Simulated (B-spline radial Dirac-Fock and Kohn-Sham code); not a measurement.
# Ge²⁺ 3s: cross section and angular parameters

System: the Ge²⁺ ion, [Ar] 3d10 4s2; threshold 200.0 eV (orbital energy of the model). The computed values come from a B-spline atomic structure program: Dirac-Hartree-Slater photoionisation with a Latter tail; cross sections with all multipoles, angular parameters from the dipole term and its interference with E2.

Input file task.json (cfg lists n, l and occupation; rrms is the nuclear radius in fm):

```json
{"items": [{
  "Z": 32,
  "q": 2,
  "cfg": [[1, 0, 2], [2, 0, 2], [2, 1, 6], [3, 0, 2], [3, 1, 6], [3, 2, 10], [4, 0, 2]],
  "A": 74,
  "rrms": 4.0742,
  "do": "xps",
  "hv": [60.9, 61.1, 62.8, 80, 100, 141.0, 150, 316.0, 333.0, 463.0, 496.0, 555.0, 562.0, 600, 800, 821.0, 823.0, 1070.0, 2000, 2970.0, 3390.0, 4000, 5290.0, 5414.7, 5980.0, 6980.0, 7200.0, 8600.0, 8870.0, 9150.0]
}]}
```

Launch: `python xray2_run.py task.json out`

For linearly polarised light dσ/dΩ = σ/(4π) [1 + β P₂(cos θ) + (δ + γ cos²θ) sin θ cos φ], with θ from the polarisation vector and φ the angle between the beam and the projection of the electron momentum on the plane normal to the polarisation.

| hν (eV) | σ (kb) | β | γ |
| --- | --- | --- | --- |
| 316 | 167 | 1.997 | 0.337 |
| 333 | 158 | 1.997 | 0.329 |
| 463 | 106 | 1.998 | 0.239 |
| 496 | 97.1 | 1.998 | 0.215 |
| 555 | 83.3 | 1.998 | 0.174 |
| 562 | 81.9 | 1.998 | 0.170 |
| 600 | 74.6 | 1.998 | 0.145 |
| 800 | 48.0 | 1.998 | 0.043 |
| 821 | 46.1 | 1.999 | 0.035 |
| 823 | 45.9 | 1.999 | 0.034 |
| 1070 | ? | ? | ? |
| 2000 | 9.62 | 1.999 | -0.040 |
| 2970 | 4.41 | 1.999 | 0.109 |
| 3390 | 3.36 | 1.999 | 0.187 |
| 4000 | 2.38 | 1.999 | 0.302 |
| 5290 | 1.30 | 1.999 | 0.545 |
| 5414.7 | 1.24 | 1.999 | 0.568 |
| 5980 | 0.991 | 1.999 | 0.670 |
| 6980 | 0.699 | 1.999 | 0.844 |
| 7200 | 0.651 | 1.999 | 0.881 |
| 8600 | 0.431 | 1.998 | 1.104 |
| 8870 | 0.401 | 1.998 | 1.145 |
| 9150 | 0.372 | 1.998 | 1.187 |

Q: Give the values at 1070 eV.

A: σ = 29.8 kb, β = 1.999, γ = -0.036. For an s subshell δ is negligible.
